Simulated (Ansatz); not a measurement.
Molecule: sum formula Si$_{2}$H$_{4}$Cl, charge -1, multiplicity 1. It need not be the lowest isomer of its formula. Whether it binds its extra electron was not tested at this geometry. SMILES: [SiH2-][SiH2]Cl
Coordinates optimised at B3LYP-D3(BJ)/def2-TZVP (Ansatz, a quantum-chemistry and plane-wave program):
```xyz
7

Si    -1.9780    -0.1621    -0.3947
Si     0.2043    -0.6602     0.3165
Cl     1.6547     0.9013    -0.0756
H     -2.3572    -1.5671     0.1129
H     -2.3176     0.5341     0.9279
H      0.8243    -1.8192    -0.4092
H      0.5515    -0.9572     1.7475
```
Charge -1, spin multiplicity 1.

Parts of the frozen-core correlation energy in cc-pVTZ (Ansatz, hartree). Frozen orbitals: 15; correlated occupied orbitals by spin: 10 and 10; virtual: 133 and 133. No spin-orbit coupling. No relativistic terms.

```json
[
 {"term": "reference (HF)", "value": "-1039.78127"},
 {"term": "MP2 opposite-spin", "value": "?"},
 {"term": "MP2 same-spin", "value": "?"},
 {"term": "CCSD correlation", "value": "-0.50852"},
 {"term": "(T)", "value": "?"},
 {"term": "T1 diagnostic", "value": "0.013"},
 {"term": "largest doubles amplitude", "value": "0.037"}
]
```

Problem. Fill in the missing entries.

Solution. 
- MP2 opposite-spin, value: -0.36008
- MP2 same-spin, value: -0.09376
- (T), value: -0.02091
